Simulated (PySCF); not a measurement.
HfF2I2, SMILES [I][Hf]([F])([I])[F], multiplicity 1.

Coordinates come from a B3LYP-D3(BJ)/def2-SVP optimisation. The multiplicity is an assumed one; no other spin state was optimised. The structure was generated by enumeration; whether it is a known compound was not checked. The def2 effective core potentials stand for the cores of Hf, I; spin–orbit coupling is left out.

Computed with TDA-PBE0/def2-SVPD (PySCF).

Vertical excitations. Gas-phase values at a fixed geometry. State labels are in the subgroup C2v.

```json
[
 {"state": "S1", "symmetry": "A2", "energy (eV)": "4.63", "λ (nm)": "268", "f": "0.000", "main pairs": "HOMO−1→LUMO 99 %"},
 {"state": "S2", "symmetry": "B2", "energy (eV)": "4.69", "λ (nm)": "264", "f": "0.000", "main pairs": "HOMO−2→LUMO 93 %"},
 {"state": "S3", "symmetry": "B1", "energy (eV)": "4.71", "λ (nm)": "263", "f": "0.066", "main pairs": "HOMO→LUMO 79 %, HOMO−2→LUMO+1 16 %"},
 {"state": "S4", "symmetry": "B2", "energy (eV)": "4.83", "λ (nm)": "257", "f": "0.001", "main pairs": "HOMO→LUMO+1 93 %"},
 {"state": "S5", "symmetry": "A1", "energy (eV)": "5.05", "λ (nm)": "246", "f": "0.000", "main pairs": "HOMO−1→LUMO+1 53 %, HOMO−3→LUMO 41 %"},
 {"state": "S6", "symmetry": "A1", "energy (eV)": "5.27", "λ (nm)": "235", "f": "0.002", "main pairs": "HOMO→LUMO+2 75 %, HOMO−3→LUMO 20 %"},
 {"state": "S7", "symmetry": "B1", "energy (eV)": "5.35", "λ (nm)": "232", "f": "0.095", "main pairs": "HOMO−2→LUMO+1 70 %, HOMO−4→LUMO 13 %"},
 {"state": "S8", "symmetry": "A2", "energy (eV)": "5.35", "λ (nm)": "232", "f": "0.000", "main pairs": "HOMO−3→LUMO+1 93 %"},
 {"state": "S9", "symmetry": "B2", "energy (eV)": "5.46", "λ (nm)": "227", "f": "0.002", "main pairs": "HOMO−1→LUMO+2 99 %"},
 {"state": "S10", "symmetry": "A2", "energy (eV)": "5.51", "λ (nm)": "225", "f": "0.000", "main pairs": "HOMO−2→LUMO+2 99 %"},
 {"state": "T1", "symmetry": "B1", "energy (eV)": "4.14", "λ (nm)": "299", "f": "0", "main pairs": "HOMO→LUMO 97 %"},
 {"state": "T2", "symmetry": "A2", "energy (eV)": "4.47", "λ (nm)": "277", "f": "0", "main pairs": "HOMO−1→LUMO 97 %"},
 {"state": "T3", "symmetry": "B2", "energy (eV)": "4.53", "λ (nm)": "274", "f": "0", "main pairs": "HOMO−2→LUMO 86 %"},
 {"state": "T4", "symmetry": "A1", "energy (eV)": "4.53", "λ (nm)": "274", "f": "0", "main pairs": "HOMO−3→LUMO 76 %, HOMO−1→LUMO+1 13 %"}
]
```
Triplets are in the Tamm–Dancoff approximation.
